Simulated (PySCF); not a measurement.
# In⁺ (indium, charge +1) across methods

[Kr] 4d10 5s2, closed-shell 1S. Calculation: PySCF 2.14, in aug-cc-pwCVTZ-DK3 with one added diffuse shell each of s, p, d, f type (11s10p8d5f1g, 125 functions); scalar relativity by spin-free X2C-1e.

```csv
method,E (hartree),mean ε 4p (eV),mean ε 4d (eV),mean ε 5s (eV),Σ⟨r²⟩ (bohr²),⟨S²⟩
UHF,-5877.84753,-104.76,-34.909,-17.291,41.33,0.000
M06,-5880.67,-91.203,-28.643,-16.143,40.53,0.000
LDA,-5874.68,-85.602,-26.261,-15.295,40.50,0.000
revPBE,-5880.38,-85.542,-26.025,-14.797,40.65,0.000
PBE0,-5880.19,-90.669,-28.544,-15.729,40.64,0.000
r2SCANh,-5880.52,-89.691,-27.627,-15.435,40.56,0.000
r2SCAN,-5880.53,-87.948,-26.712,-15.108,40.54,0.000
```

Task: Estimate the same row for PBE.

Result: E (hartree) = -5880.13; mean ε 4p (eV) = -85.579; mean ε 4d (eV) = -26.070; mean ε 5s (eV) = -14.918; Σ⟨r²⟩ (bohr²) = 40.64; ⟨S²⟩ = 0.000.
